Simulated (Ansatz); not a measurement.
```yaml
crystal:
  periodic: [false, false, false]
  atoms:
    - {symbol: C, position_ang: [0.513120, 1.629107, -1.488819]}
    - {symbol: B, position_ang: [-0.320237, 0.400460, -0.999823]}
    - {symbol: N, position_ang: [-0.151506, -0.315045, 0.214947]}
    - {symbol: Si, position_ang: [-1.262562, -1.658401, 0.414877]}
    - {symbol: Si, position_ang: [1.005739, -0.009061, 1.488232]}
    - {symbol: H, position_ang: [1.312529, 1.964603, -0.827709]}
    - {symbol: H, position_ang: [0.948968, 1.400146, -2.468303]}
    - {symbol: H, position_ang: [-0.161677, 2.474103, -1.669167]}
    - {symbol: H, position_ang: [-1.206832, 0.000145, -1.720253]}
    - {symbol: H, position_ang: [-2.666914, -1.182935, 0.470257]}
    - {symbol: H, position_ang: [-0.924292, -2.325282, 1.702213]}
    - {symbol: H, position_ang: [-1.114483, -2.636500, -0.690348]}
    - {symbol: H, position_ang: [1.791350, 1.213643, 1.204382]}
    - {symbol: H, position_ang: [1.929150, -1.166067, 1.621705]}
    - {symbol: H, position_ang: [0.285847, 0.160384, 2.777208]}
basis:
  gaussian: {orbitals: cc-pVDZ, fitting: {mean_field: cc-pVTZ-jkfit}}
magnetization: {spin_polarized: true, initial_magnetization: 1}
hamiltonian: {xc: {name: r2SCANh}, dispersion: d3bj}
output: {forces: true}
```

```sh
$ ansatz run in.yaml --threads 2 --pin off --events-out ev --progress --plain --max-ram 32768MiB --backend cpu
```

Shortened log:

```
Error: a molecule whose nuclei and cores have a total charge of 56 cannot have a net charge of 0 together with 1 unpaired electrons
```

Question: Something in this input is off. What?

Answer: The number of unpaired electrons doesn't fit the electron count. The program refused the input.
